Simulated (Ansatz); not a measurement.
Relaxation of ClH$_{6}$NOSi (10 atoms, charge 0, multiplicity 1), to a largest force component of 0.03 eV/Å in at most 50 steps.

All numbers below come from RKS r2SCAN-D4/def2-SVP (Ansatz 0.2.0).

```xyz
10
Properties=species:S:1:pos:R:3
Si -0.042 0.222 0.155
N 0.043 0.086 1.939
H -0.852 -0.093 2.396
H 0.475 0.899 2.381
Cl 1.890 0.446 -0.534
H -0.726 1.479 -0.276
H -0.802 -0.919 -0.411
O 1.169 -2.339 0.715
H 0.450 -2.961 0.888
H 1.200 -1.809 1.547
```

Problem. Where does it end, and by what steps?

Solution. The forces met the threshold. After 8 steps the energy has fallen by 0.096 eV; O8 moved furthest, 0.33 Å.

```
step  energy less start (eV)  largest force component (eV/Å)  accepted
   0                  0.0000                           0.913       yes
   1                  0.0288                           1.810        no
   2                 -0.0382                           0.852       yes
   3                 -0.0664                           0.562       yes
   4                 -0.0501                           1.209        no
   5                 -0.0888                           0.208       yes
   6                 -0.0907                           0.167       yes
   7                 -0.0955                           0.050       yes
   8                 -0.0960                           0.020       yes
```

```xyz
10
Properties=species:S:1:pos:R:3
Si -0.074 0.343 0.107
N 0.060 0.039 1.819
H -0.783 -0.267 2.303
H 0.543 0.736 2.384
Cl 1.840 0.545 -0.633
H -0.768 1.616 -0.243
H -0.807 -0.800 -0.492
O 1.268 -2.499 0.984
H 0.444 -2.997 1.054
H 1.081 -1.705 1.518
```

Whether the end is a true minimum wasn't checked by a vibrational analysis.

Time of the run: 16 s on 4 threads of Arm Neoverse V2 (shared host), peak memory 0.17 GiB.
